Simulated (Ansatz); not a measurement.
Species: tetramethylurea, C₅H₁₂N₂O, charge 0, multiplicity 1. 
Geometry from a B3LYP-D3(BJ)/def2-TZVP (Ansatz, an electronic-structure program) optimisation:
SMILES: CN(C)C(=O)N(C)C
```xyz
20

C      1.3146    -1.5952     0.0576
N      1.1551    -0.1742    -0.2070
C      2.3999     0.5719    -0.2500
C      0.0324     0.5245     0.2084
O      0.1024     1.6587     0.6591
N     -1.1747    -0.1446     0.0803
C     -2.3339     0.4967     0.6747
C     -1.4731    -0.9719    -1.0777
H      1.6632    -2.1279    -0.8318
H      2.0511    -1.7494     0.8547
H      0.3752    -2.0308     0.3823
H      2.2060     1.5888    -0.5778
H      2.8853     0.6167     0.7321
H      3.0789     0.0856    -0.9528
H     -3.0898    -0.2629     0.8824
H     -2.0471     0.9856     1.6008
H     -2.7700     1.2525     0.0107
H     -1.9136    -1.9277    -0.7798
H     -0.5724    -1.1640    -1.6518
H     -2.1875    -0.4596    -1.7325
```

Quantity: atomisation energy (electronic, to ground-state atoms); the coupled-cluster value holds the core correlation from cc-pwCVTZ, in kcal/mol. Valence correlation only, unless marked. Open shells are spin-unrestricted. Spin-orbit coupling is left out. Non-relativistic. CBS marks a two-point X^-3 extrapolation of the correlation energy; Hartree-Fock from the larger set. [CCSD(T)-MP2]/basis is that difference in the basis named.

Level to compare with: RI-MP2/CBS(cc-pVTZ,cc-pVQZ)+[CCSD(T)-MP2]/cc-pVTZ plus the core term (Ansatz), 1909.1 kcal/mol. It is a level with limits of its own, and the differences hold the functionals' basis error too.

Task: Rank these functionals by how close they come to RI-MP2/CBS(cc-pVTZ,cc-pVQZ)+[CCSD(T)-MP2]/cc-pVTZ, closest first: wB97X/def2-TZVPD (Ansatz); revPBE/def2-TZVPD (Ansatz); BHLYP/def2-TZVPD (Ansatz).

Result: wB97X/def2-TZVPD (range-separated hybrid, 1903.0 kcal/mol, difference -6.1), revPBE/def2-TZVPD (GGA, 1874.4 kcal/mol, difference -34.7), BHLYP/def2-TZVPD (global hybrid, 1833.9 kcal/mol, difference -75.2)
